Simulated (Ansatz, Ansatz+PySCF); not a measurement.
```xyz
2

C     0.0000    0.0000   -0.6446
O     0.0000    0.0000    0.4835
```

Basis set: def2-SVP (spherical functions). Correlated methods keep 2 orbitals frozen. Charge 0, multiplicity 1.

Computed with Ansatz (development build ahead of 0.2.0); each method stands on the lowest determinant of its kind that the runs found. Restricted open shells among the atoms or ions are ROHF, correlated in semicanonical orbitals with singles. Restricted functionals stand beside restricted open-shell atoms, which can lie above the unrestricted atoms usual in DFT and then raise those values.

Give the atomization energy at this shape (free ground-state atoms in the same class of orbitals less the molecule, no zero-point energy) of singlet CO by ωB97X (restricted), ωB97X (unrestricted), r²SCAN (unrestricted), r²SCAN (restricted), PBE (restricted), PBE (unrestricted), PBE0 (restricted), PBE0 (unrestricted), RHF-CCSD(T), RHF-CCSD, RHF-MP2, RHF, UHF.

```
               method  atomization energy
   ωB97X (restricted)            11.33 eV
 ωB97X (unrestricted)            11.18 eV
r²SCAN (unrestricted)            11.15 eV
  r²SCAN (restricted)            11.31 eV
     PBE (restricted)            11.87 eV
   PBE (unrestricted)            11.79 eV
    PBE0 (restricted)            11.28 eV
  PBE0 (unrestricted)            11.17 eV
          RHF-CCSD(T)            10.83 eV
             RHF-CCSD            10.58 eV
              RHF-MP2            11.34 eV
                  RHF             7.88 eV
                  UHF             7.64 eV
```
